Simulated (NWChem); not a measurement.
# C$_{2}$H$_{4}$FNSi; SMILES F[C@@H]1N=C[SiH2]1

```xyz
9

F      0.4769    -1.8547    -0.2606
C      0.0374    -0.7691     0.4665
N     -1.3054    -0.3225     0.0143
C     -1.1331     0.9369    -0.2260
Si     0.7392     0.9791     0.0180
H     -0.0153    -1.0687     1.5194
H     -1.9755     1.5697    -0.5098
H      1.3730     1.8727     1.0319
H      1.5362     1.0278    -1.2353
```
Atoms are numbered in this order, from 1.

All runs: NWChem. The geometry was optimised at B3LYP/6-31G* (spherical d). GIAO values for the isolated, static molecule; σ is the absolute isotropic shielding, δ = σ(reference) − σ with the isolated reference molecule computed at the same levels (13C: tetramethylsilane, 19F: trichlorofluoromethane, 1H: tetramethylsilane, 15N: ammonia).

**Question.** Estimate the computed values for PBE0/pcSseg-1. Quantities: δ F1 (ppm); δ C2 (ppm); δ N3 (ppm); δ C4 (ppm); δ H6 (ppm); δ H7 (ppm); δ H9 (ppm).

**Answer.** 
- δ F1 (ppm) = -184.4
- δ C2 (ppm) = 105.9
- δ N3 (ppm) = 548.4
- δ C4 (ppm) = 199.9
- δ H6 (ppm) = 6.07
- δ H7 (ppm) = 9.20
- δ H9 (ppm) = 5.64
